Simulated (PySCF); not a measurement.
Coordinates in bohr (charge 0 multiplicity 2):
```
Nb    0.0000   -0.5029    0.0000
O    -0.0001    1.4625    2.5728
O    -0.0001    1.4625   -2.5728
```

Computed with UB3LYP in PySCF with Nb def2-TZVP with ECP28, O def2-TZVP; scalar-relativistic core potentials, no spin–orbit coupling; density-fitted integrals.

This geometry of NbO2 is a stationary point at this level.

Problem. What is the point group?

Solution. C2v.

Problem. Is it a minimum?

Solution. Yes: all harmonic wavenumbers are real.

Problem. Give the ideal-gas entropy at 298.15 K and 1 bar by parts.

Solution. translation 169.1, rotation 91.7, vibration 5.6, spin 5.8; total 272.2 J/(mol K).

Problem. What is the atomisation energy, with and without zero-point energy?

Solution. 1371 kJ/mol without, 1357 kJ/mol with.

Other isomers or separated fragments may lie lower. Other spin states or occupations of the open shell can lie lower.
